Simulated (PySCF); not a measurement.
Si(H)3(Cl), H₃ClSi, SMILES [SiH3]Cl (B3LYP/def2-SVP optimised geometry):

```
5

Si    -0.798    -0.352     0.000
Cl     1.282    -0.352     0.000
H     -1.281     1.055     0.000
H     -1.282    -1.055     1.218
H     -1.282    -1.055    -1.218
```

Computed with B3LYP/def2-TZVP (PySCF 2.14.0).

What are the frontier orbital energies and the dipole moment?

HOMO-2 -10.52 eV, HOMO-1 -8.77 eV, HOMO -8.77 eV, LUMO -0.40 eV, LUMO+1 0.96 eV; dipole moment 1.31 D.

Meta-Löwdin charges at B3LYP/def2-TZVP: Si1 0.58, Cl2 -0.30, H3 -0.09, H4 -0.09, H5 -0.09.
